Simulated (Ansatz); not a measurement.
A short molecular-dynamics run on H4O3STi (`[OH][Ti]([OH])([OH])[SH]`).

```yaml
crystal:
  periodic: [false, false, false]
  atoms:
    - {symbol: O, position_ang: [-0.203133, 1.308294, -1.266506]}
    - {symbol: Ti, position_ang: [0.243366, 0.048114, -0.072466]}
    - {symbol: O, position_ang: [2.010755, -0.217242, -0.019445]}
    - {symbol: O, position_ang: [-0.620655, -1.470172, -0.435471]}
    - {symbol: S, position_ang: [-0.357128, 0.735583, 2.051531]}
    - {symbol: H, position_ang: [-0.860828, 1.309663, -1.963298]}
    - {symbol: H, position_ang: [2.536010, -1.016881, 0.033194]}
    - {symbol: H, position_ang: [-1.181373, -2.067095, 0.060146]}
    - {symbol: H, position_ang: [-1.478614, 1.323434, 1.595215]}
basis:
  gaussian: {orbitals: def2-SVP}
hamiltonian: {xc: {name: BLYP}}
md: {timestep: 1 fs, n_steps: 30, ensemble: nvt_nose_hoover, temperature: 1000, initial_velocities: maxwell_boltzmann, seed: 864}
```

```sh
$ ansatz run in.yaml --threads 4 --pin off --events-out ev --progress --plain --max-ram 10444MiB
```

```tsv
step	time (fs)	potential energy (eV)	kinetic (eV)	T (K)	conserved (eV)
0	0.0	-40151.2718	0.9048	1000	-40150.3669
1	1.0	-40151.1917	0.8356	924	-40150.3561
2	2.0	-40151.1373	0.7871	870	-40150.3502
3	3.0	-40151.1864	0.8236	910	-40150.3629
4	4.0	-40151.1801	0.8187	905	-40150.3615
5	5.0	-40151.1116	0.7550	834	-40150.3568
6	6.0	-40151.0456	0.6912	764	-40150.3547
7	7.0	-40151.0172	0.6644	734	-40150.3531
8	8.0	-40151.0406	0.6832	755	-40150.3579
9	9.0	-40151.0394	0.6734	744	-40150.3666
10	10.0	-40150.9174	0.5620	621	-40150.3563
11	11.0	-40150.8207	0.4723	522	-40150.3495
12	12.0	-40150.8372	0.4771	527	-40150.3614
13	13.0	-40150.8168	0.4577	506	-40150.3606
14	14.0	-40150.7442	0.3902	431	-40150.3558
15	15.0	-40150.6835	0.3320	367	-40150.3537
16	16.0	-40150.6728	0.3230	357	-40150.3522
17	17.0	-40150.7277	0.3737	413	-40150.3568
18	18.0	-40150.7762	0.4136	457	-40150.3659
19	19.0	-40150.7138	0.3603	398	-40150.3573
20	20.0	-40150.6702	0.3263	361	-40150.3481
21	21.0	-40150.7598	0.4039	446	-40150.3607
22	22.0	-40150.8250	0.4687	518	-40150.3618
23	23.0	-40150.8215	0.4707	520	-40150.3571
24	24.0	-40150.8096	0.4623	511	-40150.3545
25	25.0	-40150.8338	0.4893	541	-40150.3526
26	26.0	-40150.9168	0.5695	629	-40150.3565
27	27.0	-40150.9931	0.6375	705	-40150.3662
28	28.0	-40150.9473	0.6001	663	-40150.3590
29	29.0	-40150.8909	0.5557	614	-40150.3484
30	30.0	-40150.9548	0.6081	672	-40150.3612
```

Velocities are drawn at the set temperature; a run this short doesn't reach equilibrium.

Frames (Å, forces in eV/Å):

```xyz
9
time=0.0 fs
O    -0.203    1.308   -1.267    0.484    0.354    0.282
Ti    0.243    0.048   -0.072   -0.035   -0.010    0.044
O     2.011   -0.217   -0.019    0.040    0.659   -0.059
O    -0.621   -1.470   -0.435    0.263    0.124   -0.533
S    -0.357    0.736    2.052    0.304   -0.096    0.573
H    -0.861    1.310   -1.963   -0.582   -0.004   -0.618
H     2.536   -1.017    0.033    0.461   -0.718    0.043
H    -1.181   -2.067    0.060   -0.500   -0.543    0.436
H    -1.479    1.323    1.595   -0.434    0.233   -0.168
9
time=1.0 fs
O    -0.207    1.308   -1.270    2.425    0.260    2.273
Ti    0.243    0.046   -0.065   -0.060    0.082   -0.299
O     2.012   -0.210   -0.021    0.617   -0.252    0.044
O    -0.620   -1.471   -0.447   -0.362   -0.512    0.067
S    -0.354    0.736    2.046    0.372   -0.123    0.754
H    -0.861    1.289   -1.911   -2.483   -0.055   -2.460
H     2.522   -1.041    0.085   -0.118    0.181   -0.042
H    -1.229   -2.055    0.049    0.150    0.128   -0.121
H    -1.465    1.335    1.594   -0.540    0.292   -0.217
9
time=2.0 fs
O    -0.209    1.308   -1.273    2.797    0.236    2.528
Ti    0.242    0.044   -0.057   -0.078    0.141   -0.629
O     2.015   -0.204   -0.023    1.072   -1.091    0.237
O    -0.620   -1.473   -0.459   -0.948   -0.992    0.555
S    -0.350    0.737    2.041    0.290   -0.068    0.886
H    -0.886    1.267   -1.883   -2.817   -0.144   -2.586
H     2.507   -1.063    0.136   -0.577    1.006   -0.219
H    -1.276   -2.042    0.037    0.761    0.640   -0.566
H    -1.457    1.349    1.590   -0.499    0.273   -0.206
9
time=3.0 fs
O    -0.209    1.308   -1.274    1.095    0.092    0.996
Ti    0.241    0.042   -0.050   -0.090    0.167   -0.953
O     2.017   -0.198   -0.025    1.237   -1.550    0.424
O    -0.621   -1.475   -0.470   -1.251   -1.150    0.794
S    -0.346    0.738    2.036    0.075    0.063    0.969
H    -0.937    1.245   -1.880   -1.073   -0.084   -0.941
H     2.487   -1.075    0.185   -0.760    1.448   -0.391
H    -1.315   -2.022    0.019    1.094    0.836   -0.756
H    -1.453    1.366    1.584   -0.328    0.179   -0.142
9
time=4.0 fs
O    -0.209    1.309   -1.274   -0.837   -0.151   -0.497
Ti    0.240    0.041   -0.043   -0.089    0.175   -1.283
O     2.021   -0.193   -0.026    1.103   -1.556    0.522
O    -0.622   -1.477   -0.481   -1.170   -0.978    0.773
S    -0.343    0.739    2.031   -0.213    0.239    1.022
H    -0.998    1.221   -1.885    0.904    0.087    0.659
H     2.459   -1.074    0.231   -0.667    1.430   -0.473
H    -1.344   -1.995   -0.005    1.051    0.716   -0.676
H    -1.453    1.385    1.577   -0.083    0.038   -0.048
9
time=5.0 fs
O    -0.210    1.309   -1.275   -1.997   -0.388   -1.215
Ti    0.239    0.039   -0.036   -0.070    0.183   -1.619
O     2.025   -0.189   -0.028    0.720   -1.113    0.466
O    -0.624   -1.481   -0.491   -0.673   -0.529    0.522
S    -0.339    0.739    2.026   -0.502    0.422    1.066
H    -1.051    1.198   -1.884    2.104    0.247    1.485
H     2.425   -1.059    0.272   -0.347    0.955   -0.397
H    -1.363   -1.960   -0.037    0.599    0.335   -0.357
H    -1.453    1.404    1.570    0.165   -0.111    0.048
9
time=6.0 fs
O    -0.211    1.309   -1.276   -2.406   -0.580   -1.301
Ti    0.238    0.037   -0.029   -0.029    0.199   -1.955
O     2.030   -0.185   -0.029    0.185   -0.312    0.223
O    -0.626   -1.484   -0.501    0.160    0.072    0.126
S    -0.336    0.740    2.022   -0.738    0.577    1.122
H    -1.084    1.178   -1.869    2.543    0.350    1.679
H     2.388   -1.034    0.309    0.108    0.113   -0.128
H    -1.376   -1.923   -0.071   -0.185   -0.183    0.110
H    -1.452    1.422    1.563    0.361   -0.236    0.123
9
time=7.0 fs
O    -0.214    1.308   -1.278   -2.171   -0.702   -0.924
Ti    0.238    0.035   -0.023    0.032    0.224   -2.277
O     2.034   -0.182   -0.029   -0.314    0.530   -0.126
O    -0.628   -1.488   -0.511    0.973    0.568   -0.200
S    -0.332    0.741    2.019   -0.889    0.685    1.201
H    -1.092    1.161   -1.838    2.323    0.373    1.406
H     2.351   -1.009    0.345    0.524   -0.771    0.250
H    -1.391   -1.887   -0.105   -0.951   -0.593    0.503
H    -1.447    1.438    1.557    0.473   -0.313    0.166
9
time=8.0 fs
O    -0.218    1.307   -1.281   -1.171   -0.689   -0.094
Ti    0.237    0.033   -0.017    0.110    0.251   -2.568
O     2.039   -0.179   -0.030   -0.562    0.869   -0.319
O    -0.630   -1.491   -0.521    1.204    0.695   -0.198
S    -0.329    0.743    2.015   -0.940    0.734    1.310
H    -1.078    1.147   -1.794    1.321    0.261    0.668
H     2.320   -0.991    0.383    0.690   -1.149    0.472
H    -1.415   -1.857   -0.134   -1.139   -0.639    0.556
H    -1.438    1.451    1.553    0.488   -0.331    0.171
9
time=9.0 fs
O    -0.223    1.306   -1.283    0.773   -0.447    1.183
Ti    0.236    0.032   -0.012    0.203    0.264   -2.814
O     2.043   -0.175   -0.031   -0.520    0.439   -0.122
O    -0.631   -1.494   -0.532    0.662    0.469    0.148
S    -0.327    0.744    2.012   -0.893    0.720    1.451
H    -1.052    1.136   -1.743   -0.640   -0.069   -0.537
H     2.295   -0.984    0.426    0.570   -0.750    0.300
H    -1.450   -1.833   -0.157   -0.559   -0.340    0.253
H    -1.424    1.460    1.550    0.404   -0.286    0.138
9
time=10.0 fs
O    -0.228    1.305   -1.285    3.006   -0.041    2.426
Ti    0.235    0.030   -0.007    0.302    0.252   -3.013
O     2.047   -0.170   -0.032   -0.364   -0.404    0.371
O    -0.631   -1.496   -0.542   -0.224    0.161    0.583
S    -0.324    0.746    2.010   -0.757    0.647    1.616
H    -1.031    1.125   -1.697   -2.899   -0.536   -1.732
H     2.276   -0.984    0.472    0.340    0.072   -0.173
H    -1.490   -1.812   -0.178    0.362    0.029   -0.148
H    -1.406    1.467    1.549    0.234   -0.180    0.069
9
time=11.0 fs
O    -0.231    1.303   -1.286    3.406    0.055    2.578
Ti    0.234    0.029   -0.003    0.393    0.214   -3.175
O     2.050   -0.166   -0.033   -0.265   -1.139    0.876
O    -0.632   -1.499   -0.552   -0.944   -0.024    0.890
S    -0.322    0.748    2.007   -0.562    0.525    1.795
H    -1.038    1.108   -1.668   -3.316   -0.661   -1.855
H     2.260   -0.984    0.516    0.173    0.794   -0.663
H    -1.527   -1.791   -0.201    1.111    0.263   -0.422
H    -1.386    1.472    1.548    0.005   -0.027   -0.024
9
time=12.0 fs
O    -0.231    1.302   -1.285    1.448   -0.390    1.626
Ti    0.234    0.027    0.001    0.462    0.158   -3.313
O     2.054   -0.163   -0.034   -0.277   -1.516    1.195
O    -0.633   -1.501   -0.561   -1.250   -0.035    1.008
S    -0.320    0.750    2.006   -0.353    0.382    1.967
H    -1.078    1.085   -1.656   -1.360   -0.214   -0.887
H     2.246   -0.976    0.554    0.123    1.158   -0.968
H    -1.553   -1.768   -0.227    1.442    0.315   -0.503
H    -1.366    1.477    1.548   -0.235    0.142   -0.124
9
time=13.0 fs
O    -0.231    1.300   -1.283   -0.771   -0.929    0.661
Ti    0.233    0.026    0.003    0.512    0.096   -3.429
O     2.057   -0.160   -0.033   -0.391   -1.493    1.243
O    -0.635   -1.504   -0.569   -1.071    0.107    0.955
S    -0.318    0.752    2.005   -0.189    0.259    2.099
H    -1.130    1.059   -1.653    0.867    0.343    0.086
H     2.232   -0.957    0.582    0.182    1.122   -1.001
H    -1.566   -1.741   -0.259    1.285    0.211   -0.409
H    -1.348    1.483    1.546   -0.425    0.284   -0.206
9
time=14.0 fs
O    -0.231    1.297   -1.281   -2.104   -1.263    0.136
Ti    0.233    0.024    0.005    0.553    0.034   -3.517
O     2.060   -0.159   -0.032   -0.588   -1.094    0.985
O    -0.638   -1.506   -0.578   -0.406    0.358    0.769
S    -0.316    0.755    2.005   -0.127    0.199    2.163
H    -1.173    1.038   -1.649    2.208    0.703    0.609
H     2.221   -0.927    0.601    0.329    0.709   -0.723
H    -1.566   -1.713   -0.294    0.640    0.002   -0.179
H    -1.334    1.492    1.542   -0.505    0.352   -0.243
9
time=15.0 fs
O    -0.233    1.294   -1.278   -2.589   -1.387   -0.023
Ti    0.232    0.023    0.007    0.594   -0.022   -3.567
O     2.063   -0.158   -0.030   -0.836   -0.400    0.428
O    -0.641   -1.508   -0.585    0.603    0.642    0.524
S    -0.314    0.757    2.005   -0.193    0.228    2.142
H    -1.196    1.022   -1.640    2.689    0.852    0.755
H     2.213   -0.890    0.613    0.533    0.001   -0.147
H    -1.560   -1.684   -0.331   -0.352   -0.236    0.107
H    -1.325    1.504    1.535   -0.448    0.322   -0.220
9
time=16.0 fs
O    -0.236    1.290   -1.276   -2.378   -1.329    0.087
Ti    0.232    0.021    0.007    0.639   -0.072   -3.566
O     2.065   -0.157   -0.028   -1.077    0.345   -0.256
O    -0.643   -1.510   -0.592    1.494    0.842    0.355
S    -0.312    0.759    2.006   -0.365    0.337    2.046
H    -1.193    1.015   -1.623    2.458    0.817    0.616
H     2.209   -0.853    0.624    0.736   -0.752    0.553
H    -1.557   -1.658   -0.367   -1.229   -0.391    0.308
H    -1.321    1.520    1.527   -0.278    0.203   -0.142
9
time=17.0 fs
O    -0.240    1.286   -1.273   -1.381   -1.048    0.470
Ti    0.232    0.020    0.007    0.690   -0.123   -3.501
O     2.067   -0.156   -0.026   -1.217    0.712   -0.661
O    -0.645   -1.511   -0.600    1.642    0.873    0.379
S    -0.311    0.762    2.007   -0.588    0.491    1.898
H    -1.167    1.016   -1.600    1.426    0.564    0.185
H     2.213   -0.824    0.640    0.841   -1.117    0.962
H    -1.566   -1.635   -0.400   -1.364   -0.385    0.301
H    -1.319    1.537    1.517   -0.049    0.033   -0.033
9
time=18.0 fs
O    -0.246    1.280   -1.270    0.584   -0.474    1.165
Ti    0.232    0.018    0.007    0.742   -0.181   -3.371
O     2.068   -0.155   -0.025   -1.179    0.443   -0.449
O    -0.646   -1.512   -0.606    0.929    0.778    0.552
S    -0.309    0.765    2.010   -0.800    0.643    1.731
H    -1.126    1.022   -1.575   -0.585    0.031   -0.579
H     2.225   -0.805    0.665    0.772   -0.834    0.739
H    -1.588   -1.616   -0.430   -0.637   -0.266    0.133
H    -1.317    1.555    1.507    0.174   -0.141    0.079
9
time=19.0 fs
O    -0.251    1.275   -1.267    2.948    0.242    1.957
Ti    0.232    0.017    0.005    0.781   -0.248   -3.185
O     2.068   -0.154   -0.024   -0.984   -0.216    0.229
O    -0.646   -1.512   -0.613   -0.098    0.664    0.721
S    -0.308    0.767    2.012   -0.955    0.755    1.569
H    -1.092    1.029   -1.556   -2.992   -0.625   -1.456
H     2.244   -0.794    0.697    0.553   -0.151    0.035
H    -1.616   -1.600   -0.459    0.403   -0.143   -0.039
H    -1.314    1.571    1.498    0.343   -0.279    0.171
9
time=20.0 fs
O    -0.254    1.269   -1.262    3.580    0.497    2.109
Ti    0.233    0.015    0.003    0.789   -0.321   -2.965
O     2.067   -0.152   -0.023   -0.725   -0.831    0.934
O    -0.646   -1.512   -0.619   -0.888    0.585    0.799
S    -0.307    0.771    2.015   -1.030    0.803    1.427
H    -1.086    1.029   -1.551   -3.647   -0.792   -1.702
H     2.269   -0.785    0.730    0.285    0.491   -0.707
H    -1.641   -1.584   -0.489    1.201   -0.077   -0.124
H    -1.307    1.585    1.490    0.434   -0.356    0.228
9
time=21.0 fs
O    -0.255    1.264   -1.256    1.660    0.082    1.314
Ti    0.233    0.014    0.001    0.762   -0.401   -2.723
O     2.066   -0.151   -0.021   -0.492   -1.169    1.372
O    -0.646   -1.512   -0.625   -1.204    0.547    0.791
S    -0.306    0.774    2.019   -1.015    0.775    1.315
H    -1.115    1.022   -1.562   -1.727   -0.259   -1.006
H     2.296   -0.770    0.756    0.060    0.857   -1.186
H    -1.654   -1.570   -0.519    1.518   -0.071   -0.120
H    -1.297    1.595    1.484    0.438   -0.361    0.242
9
time=22.0 fs
O    -0.255    1.259   -1.250   -0.708   -0.391    0.287
Ti    0.234    0.012   -0.003    0.717   -0.489   -2.460
O     2.065   -0.151   -0.018   -0.351   -1.192    1.444
O    -0.648   -1.511   -0.630   -0.991    0.542    0.732
S    -0.306    0.777    2.023   -0.911    0.667    1.235
H    -1.160    1.013   -1.583    0.650    0.355   -0.088
H     2.324   -0.748    0.770   -0.062    0.905   -1.297
H    -1.652   -1.556   -0.551    1.301   -0.105   -0.062
H    -1.282    1.602    1.481    0.354   -0.291    0.210
9
time=23.0 fs
O    -0.256    1.253   -1.243   -2.185   -0.584   -0.465
Ti    0.235    0.010   -0.006    0.675   -0.584   -2.175
O     2.064   -0.151   -0.015   -0.352   -0.925    1.127
O    -0.650   -1.510   -0.634   -0.265    0.561    0.661
S    -0.306    0.781    2.027   -0.729    0.487    1.183
H    -1.199    1.007   -1.605    2.129    0.696    0.545
H     2.351   -0.717    0.772   -0.037    0.660   -1.016
H    -1.638   -1.544   -0.583    0.568   -0.159    0.006
H    -1.264    1.606    1.480    0.196   -0.152    0.134
9
time=24.0 fs
O    -0.257    1.248   -1.236   -2.767   -0.537   -0.891
Ti    0.236    0.008   -0.011    0.646   -0.677   -1.866
O     2.062   -0.152   -0.010   -0.529   -0.430    0.445
O    -0.652   -1.508   -0.639    0.801    0.583    0.619
S    -0.306    0.785    2.032   -0.495    0.255    1.151
H    -1.218    1.007   -1.621    2.697    0.796    0.844
H     2.378   -0.679    0.765    0.164    0.186   -0.368
H    -1.618   -1.533   -0.616   -0.507   -0.209    0.042
H    -1.244    1.609    1.480   -0.011    0.034    0.025
9
time=25.0 fs
O    -0.261    1.242   -1.230   -2.634   -0.328   -1.019
Ti    0.237    0.006   -0.015    0.629   -0.759   -1.533
O     2.060   -0.154   -0.006   -0.837    0.125   -0.412
O    -0.653   -1.506   -0.643    1.692    0.578    0.626
S    -0.306    0.789    2.037   -0.253    0.010    1.120
H    -1.211    1.015   -1.630    2.534    0.723    0.840
H     2.407   -0.640    0.753    0.497   -0.349    0.453
H    -1.604   -1.523   -0.648   -1.407   -0.231    0.019
H    -1.223    1.612    1.480   -0.221    0.230   -0.094
9
time=26.0 fs
O    -0.266    1.235   -1.224   -1.726    0.031   -0.785
Ti    0.238    0.004   -0.020    0.616   -0.822   -1.178
O     2.058   -0.155   -0.002   -1.061    0.437   -0.982
O    -0.654   -1.504   -0.646    1.756    0.533    0.642
S    -0.307    0.793    2.042   -0.062   -0.193    1.063
H    -1.180    1.030   -1.630    1.584    0.490    0.471
H     2.440   -0.604    0.747    0.752   -0.641    0.980
H    -1.602   -1.516   -0.679   -1.479   -0.220   -0.023
H    -1.205    1.617    1.479   -0.380    0.385   -0.187
9
time=27.0 fs
O    -0.272    1.229   -1.219    0.140    0.551   -0.047
Ti    0.239    0.001   -0.025    0.594   -0.863   -0.809
O     2.055   -0.156    0.002   -0.911    0.303   -0.846
O    -0.654   -1.502   -0.650    0.931    0.451    0.589
S    -0.307    0.797    2.048    0.027   -0.304    0.950
H    -1.134    1.050   -1.626   -0.328    0.090   -0.404
H     2.481   -0.574    0.749    0.645   -0.490    0.794
H    -1.615   -1.511   -0.711   -0.662   -0.186   -0.006
H    -1.191    1.626    1.477   -0.436    0.447   -0.222
9
time=28.0 fs
O    -0.278    1.223   -1.214    2.473    1.095    1.041
Ti    0.241   -0.001   -0.030    0.547   -0.885   -0.442
O     2.051   -0.157    0.005   -0.358   -0.111   -0.152
O    -0.653   -1.499   -0.652   -0.170    0.346    0.457
S    -0.307    0.801    2.054   -0.003   -0.300    0.768
H    -1.091    1.071   -1.626   -2.700   -0.331   -1.624
H     2.528   -0.549    0.759    0.153   -0.062    0.047
H    -1.635   -1.508   -0.744    0.430   -0.146    0.086
H    -1.181    1.639    1.472   -0.373    0.395   -0.181
9
time=29.0 fs
O    -0.283    1.218   -1.209    3.210    1.305    1.415
Ti    0.242   -0.004   -0.036    0.468   -0.898   -0.090
O     2.047   -0.157    0.008    0.329   -0.490    0.584
O    -0.652   -1.496   -0.655   -0.983    0.226    0.302
S    -0.308    0.805    2.060   -0.128   -0.198    0.529
H    -1.073    1.088   -1.641   -3.457   -0.404   -2.127
H     2.576   -0.525    0.770   -0.452    0.325   -0.740
H    -1.650   -1.507   -0.775    1.229   -0.112    0.201
H    -1.174    1.656    1.466   -0.215    0.246   -0.073
9
time=30.0 fs
O    -0.285    1.213   -1.202    1.403    1.166    0.327
Ti    0.244   -0.007   -0.041    0.371   -0.913    0.239
O     2.043   -0.159    0.012    0.874   -0.675    1.019
O    -0.652   -1.493   -0.657   -1.289    0.104    0.186
S    -0.308    0.809    2.067   -0.295   -0.046    0.264
H    -1.089    1.102   -1.677   -1.656   -0.108   -1.165
H     2.620   -0.497    0.773   -0.906    0.513   -1.218
H    -1.653   -1.506   -0.804    1.514   -0.090    0.279
H    -1.170    1.675    1.459   -0.016    0.049    0.068
```

It took 48 s on 4 threads of an Arm Neoverse V1 on a shared host, with 0.46 GiB of host memory at the peak.
